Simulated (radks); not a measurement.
Q: Radial electron density D(r) = 4 pi r^2 rho(r) of an atom or ion with 6.4 electrons. Calculated with a radial shooting solver on a logarithmic mesh with Libxc functionals: non-relativistic Kohn-Sham, r2SCAN, spin-polarised, spherical densities, point nucleus; meta-GGA in the generalised Kohn-Sham scheme.

r (bohr)  D(r) (e/bohr)  spin D(r)
0.005566         0.1574    0.00308
0.006176         0.1917    0.00375
0.006798         0.2297    0.00449
0.007543         0.2790    0.00546
0.00837          0.3385    0.00662
0.009213         0.4039    0.00790
0.01022          0.4884    0.00955
0.01134          0.5893     0.0115
0.01259          0.7095     0.0139
0.01385          0.8404     0.0164
0.01537           1.007     0.0197
0.01706           1.203     0.0236
0.01878           1.413     0.0277
0.02083           1.677     0.0329
0.02312           1.981     0.0389
0.02545           2.303     0.0452
0.02824           2.697     0.0530
0.03133           3.141     0.0619
0.03477           3.637     0.0718
0.03827           4.140     0.0819
0.04246           4.729     0.0940
0.04712           5.359      0.107
0.05186           5.967      0.120
0.05755           6.640      0.135
0.06386           7.310      0.151
0.07029           7.903      0.167
0.07799           8.493      0.185
0.08654           8.996      0.204
0.09603           9.379      0.225
0.1057            9.599      0.248
0.1173            9.666      0.277
0.1301            9.537      0.314
0.1433            9.240      0.359
0.159             8.734      0.424
0.1764            8.064      0.512
0.1942            7.341      0.619
0.2154            6.502      0.772
0.239             5.678      0.971
0.2652            4.944       1.22
0.292             4.403       1.50
0.324             4.012       1.86
0.3595            3.841       2.27
0.3957            3.872       2.67
0.4391            4.072       3.10
0.4872            4.373       3.51
0.5363            4.665       3.81
0.595             4.913       4.03
0.6603            5.016       4.10
0.7326            4.926       3.99
0.8064            4.656       3.74
0.8948            4.177       3.33
0.9929            3.552       2.81
1.093             2.906       2.29
1.213             2.202       1.72
1.346             1.560       1.21
1.481             1.063      0.823
1.644            0.6496      0.501
1.824            0.3638      0.280
2.024            0.1852      0.142
2.228           0.09061     0.0693
2.472           0.03748     0.0287
2.743           0.01372     0.0105
3.019          0.004818    0.00371
3.35           0.001347    0.00104

What is the nuclear charge?

A: Z = 9. The innermost maximum, from 1s, lies near 1/Z = 0.111 bohr (found: 0.115), and its height grows with Z. The density is that of the fluorine ion F2.6+ in [He] 2s(up 1, down 0.4) 2p3; the configuration itself is not fixed sharply by these data. D(r) has 2 maxima, at r = 0.115, 0.666 bohr, and minima at 0.371 bohr, inside which lie 2.23 electrons.
